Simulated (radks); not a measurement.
Task: These are the eigenvalues of the occupied orbitals of an atom or ion with whole-number occupations (hartree). Calculated with a radial shooting solver on a logarithmic mesh with Libxc functionals: scalar-relativistic Kohn-Sham, r2SCAN, spin-polarised, spherical densities, finite nucleus; meta-GGA in the generalised Kohn-Sham scheme; Fermi nuclear charge, rms radius of each element as measured or else 0.836 A^(1/3) + 0.57 fm.

1s up: -2327.249
1s down: -2327.248
2s up: -397.5117
2s down: -397.5114
2p up: -349.6802
2p down: -349.6799
3s down: -90.84436
3s up: -90.84433
3p down: -76.41964
3p up: -76.41963
3d up: -59.07751
3d down: -59.07740
4s up: -18.71009
4s down: -18.70973
4p up: -13.95695
4p down: -13.95650
4d up: -7.72583
4d down: -7.72504
5s up: -2.85457
5s down: -2.85362
5p up: -1.74327
5p down: -1.74072
4f up: -0.90336
4f down: -0.90098
6s up: -0.58159
6f up: -0.06563

Which element is it, and in what charge state? The configuration may be excited. Open shells, if any, are filled with parallel spins first.

Result: Z = 71, lutetium, charge +1: Lu+ in [Xe] 4f14 6s1 6f1. The list shows which subshells hold electrons but not how many an open one holds; the 1s level, -2327.2 hartree, gives Z - s = 68.2 by -(Z - s)^2/2, which with screening and relativity narrows Z to a few neighbours, and the depths of the outer levels then fix element, charge and occupations together.
